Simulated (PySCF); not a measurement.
# Static response to an electric field

Compound: [WO3Cl]- (charge -1 and singlet state).
Cartesian coordinates in Å at the PBE0-D3(BJ)/def2-SVP level; atoms count from 1:
```xyz
5
ClO3W angstrom
W      0.0484    0.0910    0.0550
O     -0.0648   -0.1526    1.7728
O      1.7217    0.2708   -0.3852
O     -0.8085    1.5427   -0.3714
Cl    -0.8968   -1.7519   -1.0711
```

Level: CAM-B3LYP/def2-SVPD (PySCF), static field, nuclei fixed, core orbitals frozen in the response. The polarisability tensor in these axes (au):

```
x   66.46  1.82  1.08
y    1.82 68.91  2.04
z    1.08  2.04 66.73
```

**Question.** Give the principal values, the mean and the anisotropy Δα = √{½[(α1 − α2)² + (α2 − α3)² + (α1 − α3)²]}.

**Answer.** Principal values 65.49, 65.51 and 71.10 au; mean 67.37 au = 9.98 Å³ = 11.11 × 10⁻⁴⁰ C²·m²/J; Δα = 5.61 au (8 % of the mean).

**Question.** Sum over states: ᾱ = Σ f/ω², ω in Eh. What share falls to these 10 lowest TDDFT singlets (eV, f)? 5.34, 0.0005; 5.35, 0.0006; 5.67, 0.0000; 5.71, 0.0144; 5.93, 0.0080; 5.94, 0.0066; 5.95, 0.0024; 6.19, 0.0033; 6.19, 0.0034; 6.74, 0.0002.

**Answer.** They add up to 0.85 au, 1.3 % of the 67.37 au; the largest single term is 0.33 au, from the state at 5.71 eV. Terms in order: 0.01, 0.01, 0.00, 0.33, 0.17, 0.14, 0.05, 0.06, 0.07, 0.00 au. Higher excitations give the rest. The strengths listed sum to 0.040.

**Question.** What depolarisation ratio follows for Rayleigh scattering of linearly polarised light, taking the static tensor?

**Answer.** ρ = 3Δα²/(45ᾱ² + 4Δα²) = 94.3/(204213 + 125.7) = 0.000461.

Isolated species at its PBE0-D3(BJ)/def2-SVP geometry, gas phase. Atoms past krypton carry effective core potentials; spin–orbit coupling is left out.
